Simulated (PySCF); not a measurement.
**Shifts of the heteroatoms**

Bonds (- single, = double, # triple, : aromatic): C1=C2, C2-Cl3, C2-Si4, Si4-O5, O5-Si6, Si6-Si7, Si7-C8, Si7-C9. C1 carries H10, H11; Si4 carries H12, H13; Si6 carries H14, H15; Si7 carries H16; C8 carries H17, H18, H19; C9 carries H20, H21, H22. H10 is cis to Cl3; H11 is trans to Cl3.

All values are calculated (PySCF 2.14): PBE0/pcSseg-1 with gauge-including orbitals, geometry: GFN2-xTB. Single conformer, non-relativistic, no solvent model, rapidly exchanging positions averaged.

(1) Where does ²⁹Si resonate?

(2) What are the ¹⁷O shifts?

Results:

(1) 
```csv
atoms,environment,σ (ppm),δ (ppm)
Si6,"silicon bonded to O, Si, 2 H",371.4,-25.3
Si4,"silicon bonded to C, O, 2 H",387.8,-38.8
Si7,"silicon bonded to 2 C, Si, H",397.3,-46.6
```

Shieldings were converted by a linear fit to measured shifts: ²⁹Si (scatter 8.9 ppm rms, 25.8 ppm with the 6 outliers that the fit left out vs TMS, solution or neat liquid). Occasional misses reach two or three times the rms, and more in compound classes unlike the fitted ones.

On a 400 MHz spectrometer ²⁹Si resonates near 79.5 MHz, so 1 ppm is 79.5 Hz.

(2) 
```
atoms            environment  σ (ppm)  δ (ppm)
   O5  oxygen bonded to 2 Si    332.0    -35.7
```

Shieldings were converted by a linear fit to measured shifts: ¹⁷O (scatter 10.7 ppm rms, 12.2 ppm with the 3 outliers that the fit left out vs liquid water, solution or neat liquid). Occasional misses reach two or three times the rms, and more in compound classes unlike the fitted ones.

On a 500 MHz spectrometer ¹⁷O resonates near 67.8 MHz, so 1 ppm is 67.8 Hz.
